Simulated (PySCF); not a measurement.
Basis-set dependence of population analyses: `C=C/C=N/[SiH3]`

Compound: C₃H₇NSi.
Z-matrix (Å and degrees, PBE0-D3(BJ)/def2-SVP geometry), rows numbered from 1:
```
C 
C   1  1.3387
C   2  1.4626  1  122.29
N   3  1.2707  2  122.55  1  -179.99
Si  4  1.7475  3  125.13  2   179.55
H   1  1.0926  2  121.84  3   179.98
H   1  1.0953  2  121.02  3    -0.03
H   2  1.0946  1  121.87  3  -179.94
H   3  1.1150  2  114.38  1     0.01
H   5  1.4918  4  108.55  3   122.52
H   5  1.5037  4  112.67  3     1.49
H   5  1.4922  4  108.44  3  -119.39
```

PBE0 throughout (PySCF), one geometry, spherical d and f functions. The structure is a single PBE0-D3(BJ)/def2-SVP conformer in the gas phase; no vibrational or solvent corrections. The first 7 of 10 kinds of atom are listed.

Mulliken charges (e):

```
        basis  functions      C1      C2      C3      N4     Si5      H6      H7
       STO-3G         36  -0.158  -0.087  +0.020  -0.396  +0.637  +0.088  +0.084
        6-31G         63  -0.363  -0.084  +0.031  -0.602  +0.665  +0.177  +0.170
     pcSseg-0         63  -0.404  -0.261  +0.076  -0.803  +0.698  +0.239  +0.229
       6-31G*         88  -0.391  -0.103  +0.048  -0.477  +0.449  +0.192  +0.184
      cc-pVDZ        109  +0.001  -0.076  +0.129  -0.323  +0.326  +0.059  +0.048
     def2-SVP        109  -0.057  -0.046  +0.056  -0.339  +0.458  +0.069  +0.059
  aug-cc-pVDZ        182  +0.342  +1.286  +0.917  -0.880  -0.374  -0.373  -0.393
6-311+G(2d,p)        185  -0.381  +0.210  -0.194  -0.474  +0.576  +0.137  +0.126
    def2-TZVP        203  -0.249  -0.061  -0.041  -0.281  +0.258  +0.143  +0.136
      cc-pVTZ        252  -0.250  -0.071  +0.050  -0.276  +0.240  +0.133  +0.118
     IGLO-III        254  -0.211  -0.050  +0.079  -0.546  +0.894  +0.125  +0.099
```

IAO charges (e):

| basis | functions | C1 | C2 | C3 | N4 | Si5 | H6 | H7 |
| --- | --- | --- | --- | --- | --- | --- | --- | --- |
| STO-3G | 36 | -0.246 | -0.156 | -0.032 | -0.419 | +0.716 | +0.140 | +0.133 |
| 6-31G | 63 | -0.285 | -0.147 | +0.034 | -0.492 | +0.571 | +0.165 | +0.153 |
| pcSseg-0 | 63 | -0.270 | -0.151 | +0.038 | -0.492 | +0.568 | +0.160 | +0.146 |
| 6-31G* | 88 | -0.269 | -0.149 | +0.066 | -0.538 | +0.712 | +0.160 | +0.149 |
| cc-pVDZ | 109 | -0.275 | -0.151 | +0.062 | -0.528 | +0.704 | +0.161 | +0.150 |
| def2-SVP | 109 | -0.265 | -0.147 | +0.064 | -0.530 | +0.721 | +0.156 | +0.145 |
| aug-cc-pVDZ | 182 | -0.285 | -0.153 | +0.064 | -0.544 | +0.707 | +0.166 | +0.154 |
| 6-311+G(2d,p) | 185 | -0.284 | -0.153 | +0.065 | -0.555 | +0.742 | +0.166 | +0.154 |
| def2-TZVP | 203 | -0.283 | -0.153 | +0.067 | -0.556 | +0.751 | +0.165 | +0.154 |
| cc-pVTZ | 252 | -0.284 | -0.154 | +0.066 | -0.550 | +0.736 | +0.165 | +0.154 |
| IGLO-III | 254 | -0.285 | -0.154 | +0.065 | -0.556 | +0.750 | +0.166 | +0.155 |

Hirshfeld charges (e):

```json
{"basis": "STO-3G", "functions": "36", "C1": "-0.048", "C2": "-0.025", "C3": "+0.047", "N4": "-0.257", "Si5": "+0.419", "H6": "+0.031", "H7": "+0.029"}
{"basis": "6-31G", "functions": "63", "C1": "-0.071", "C2": "-0.038", "C3": "+0.058", "N4": "-0.265", "Si5": "+0.328", "H6": "+0.056", "H7": "+0.050"}
{"basis": "pcSseg-0", "functions": "63", "C1": "-0.067", "C2": "-0.039", "C3": "+0.053", "N4": "-0.245", "Si5": "+0.348", "H6": "+0.054", "H7": "+0.048"}
{"basis": "6-31G*", "functions": "88", "C1": "-0.068", "C2": "-0.040", "C3": "+0.064", "N4": "-0.254", "Si5": "+0.319", "H6": "+0.057", "H7": "+0.051"}
{"basis": "cc-pVDZ", "functions": "109", "C1": "-0.068", "C2": "-0.043", "C3": "+0.057", "N4": "-0.232", "Si5": "+0.330", "H6": "+0.056", "H7": "+0.050"}
{"basis": "def2-SVP", "functions": "109", "C1": "-0.069", "C2": "-0.044", "C3": "+0.059", "N4": "-0.236", "Si5": "+0.337", "H6": "+0.057", "H7": "+0.051"}
{"basis": "aug-cc-pVDZ", "functions": "182", "C1": "-0.073", "C2": "-0.050", "C3": "+0.049", "N4": "-0.252", "Si5": "+0.340", "H6": "+0.061", "H7": "+0.055"}
{"basis": "6-311+G(2d,p)", "functions": "185", "C1": "-0.069", "C2": "-0.049", "C3": "+0.049", "N4": "-0.256", "Si5": "+0.344", "H6": "+0.059", "H7": "+0.054"}
{"basis": "def2-TZVP", "functions": "203", "C1": "-0.071", "C2": "-0.048", "C3": "+0.053", "N4": "-0.249", "Si5": "+0.336", "H6": "+0.059", "H7": "+0.054"}
{"basis": "cc-pVTZ", "functions": "252", "C1": "-0.071", "C2": "-0.047", "C3": "+0.054", "N4": "-0.245", "Si5": "+0.333", "H6": "+0.059", "H7": "+0.054"}
{"basis": "IGLO-III", "functions": "254", "C1": "-0.072", "C2": "-0.049", "C3": "+0.049", "N4": "-0.249", "Si5": "+0.334", "H6": "+0.060", "H7": "+0.055"}
```

ESP-fitted charges (e):

```csv
basis,functions,C1,C2,C3,N4,Si5,H6,H7
STO-3G,36,-0.254,-0.164,+0.369,-0.511,+0.483,+0.130,+0.101
6-31G,63,-0.379,-0.249,+0.555,-0.725,+0.594,+0.201,+0.164
pcSseg-0,63,-0.440,-0.211,+0.518,-0.736,+0.683,+0.217,+0.188
6-31G*,88,-0.377,-0.202,+0.424,-0.575,+0.463,+0.197,+0.169
cc-pVDZ,109,-0.354,-0.197,+0.401,-0.519,+0.404,+0.187,+0.160
def2-SVP,109,-0.348,-0.211,+0.442,-0.566,+0.472,+0.185,+0.158
aug-cc-pVDZ,182,-0.385,-0.216,+0.439,-0.564,+0.430,+0.203,+0.170
"6-311+G(2d,p)",185,-0.408,-0.209,+0.428,-0.566,+0.424,+0.211,+0.179
def2-TZVP,203,-0.404,-0.196,+0.418,-0.551,+0.427,+0.207,+0.177
cc-pVTZ,252,-0.389,-0.193,+0.411,-0.542,+0.434,+0.201,+0.172
IGLO-III,254,-0.392,-0.205,+0.430,-0.558,+0.427,+0.203,+0.173
```

**Question.** Which scheme is steadiest as the basis changes?

**Answer.** Largest range over the bases for any column: Hirshfeld 0.10 e, IAO 0.18 e, ESP-fitted 0.28 e, Mulliken 1.55 e. Hirshfeld charges move least and Mulliken charges most, counted in e. Without the minimal STO-3G basis the ranges are Hirshfeld 0.03, IAO 0.18, ESP-fitted 0.28, Mulliken 1.55 e.

**Question.** How much do the charges still move between the two largest bases, cc-pVTZ and IGLO-III?

**Answer.** At most, over all atoms: Mulliken 0.654 e, IAO 0.014 e, Hirshfeld 0.005 e, ESP-fitted 0.019 e.

**Question.** What do the same runs give for the total energy, the frontier levels and the dipole moment?

**Answer.** 
| basis | energy (Eh) | HOMO (eV) | LUMO (eV) | μ (D) |
| --- | --- | --- | --- | --- |
| STO-3G | -456.9109 | -4.03 | 1.65 | 1.15 |
| 6-31G | -462.2945 | -6.79 | -1.32 | 1.92 |
| pcSseg-0 | -461.6554 | -6.93 | -1.57 | 1.94 |
| 6-31G* | -462.3820 | -6.98 | -1.38 | 2.00 |
| cc-pVDZ | -462.4111 | -7.03 | -1.51 | 1.88 |
| def2-SVP | -462.1882 | -7.09 | -1.60 | 1.94 |
| aug-cc-pVDZ | -462.4228 | -7.19 | -1.72 | 2.00 |
| 6-311+G(2d,p) | -462.4659 | -7.25 | -1.75 | 2.05 |
| def2-TZVP | -462.4811 | -7.20 | -1.72 | 2.03 |
| cc-pVTZ | -462.4778 | -7.17 | -1.68 | 2.00 |
| IGLO-III | -462.4855 | -7.24 | -1.74 | 2.03 |

The dipole is fixed by the density alone, so its range of 0.90 D shows that the density itself changes with the basis, not only its division among atoms.
